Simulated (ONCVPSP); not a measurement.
## Before and after: ONCV potential for samarium (Sm)

samarium, optimised norm-conserving Vanderbilt (ONCV), made with ONCVPSP 4.0.1 (PW91, fully relativistic). Core [Kr] 4d10 4f5, reference 5s2 5p6 5d1 6s2. Waves: 5s+6s: rc 2.50 bohr, ncon 4, nbas 7, qcut 5.3 1/bohr, 2 projectors; 5p: rc 2.70 bohr, ncon 4, nbas 7, qcut 4.6 1/bohr, 2 projectors, debl 2.9 Ha; 5d: rc 3.10 bohr, ncon 4, nbas 9, qcut 4.5 1/bohr, 3 projectors, debl 2.3 Ha. Local part: polynomial inside 2.35 bohr (lpopt 5, dvloc0 3 Ha). Core correction: Teter function, fcfact 5.75, rcfact 1.75.

Open shells are filled in proportion to 2j + 1.

All-electron outer shells of the reference configuration (PW91, scalar-relativistic, ld1.x):

| shell | level (eV) | outermost node (bohr) | outermost maximum (bohr) |
| --- | --- | --- | --- |
| 5s | -46.77 | 0.68 | 1.25 |
| 5p | -26.03 | 0.73 | 1.42 |
| 4f | -8.02 | – | 0.61 |
| 6s | -4.03 | 1.67 | 3.48 |
| 5d | -2.78 | 0.83 | 2.01 |

Change: s: qcut 7.3.

Cutoffs: the cutoffs (Ha) at which the residual kinetic energy of the hardest occupied pseudo-wave falls to 1 and 0.1 mHa per electron; they do not see the model core or the augmentation charge, which bear on the density cutoff. Errors are all-electron minus pseudo energies relative to the spin-unpolarised reference configuration.

Predict the effect on cutoff, ghosts and configuration errors.

The potential gets harder (8.3 Ha and 11 Ha → 12 Ha and 15 Ha); the errors of the 3 common tests hardly move; neither file shows a bound ghost. The waves are optimised to have the least kinetic energy above qcut, so the cutoff follows it (qcut²/2 in Ha).

```csv
quantity,base,changed
"cutoff, loose",8.3 Ha,12 Ha
"cutoff, tight",11 Ha,15 Ha
loose cutoff by channel,"s 8.3 Ha, p 7.2 Ha, d 6.8 Ha","s 12 Ha, p 7.2 Ha, d 6.8 Ha"
bound ghosts,none,none
GHOST(+) flags under 300 eV,none,s at 93.4 eV
"tests counted as reliable (solved cleanly; for ONCVPSP, near-neutral configurations with less than one 5d electron left out)",3 of 4,3 of 4
"error for 5s2 5p6 5d1 6s1, meV [ΔE 6.50 eV]",-4.4,-3.9
"error for 5s2 5p6 5d1 6s0, meV [ΔE 18.29 eV]",-41,-36
"error for 5s2 5p5 5d1 6s2, meV [ΔE 31.11 eV]",-222,-227
s: phases at 2.53 bohr within 0.05 rad from the reference energy up to (Ha; the scan ends near 5),2.7,2.7
p3/2: phases at 2.74 bohr within 0.05 rad from the reference energy up to (Ha; the scan ends near 5),4.1,4.1
p1/2: phases at 2.74 bohr within 0.05 rad from the reference energy up to (Ha; the scan ends near 5),4.0,4.0
d5/2: phases at 3.14 bohr within 0.05 rad from the reference energy up to (Ha; the scan ends near 5),to the end of the scan,to the end of the scan
d3/2: phases at 3.14 bohr within 0.05 rad from the reference energy up to (Ha; the scan ends near 5),to the end of the scan,to the end of the scan
"rms error of d²Exc/dni dnj with the model core, mHa",1.90,1.85
```
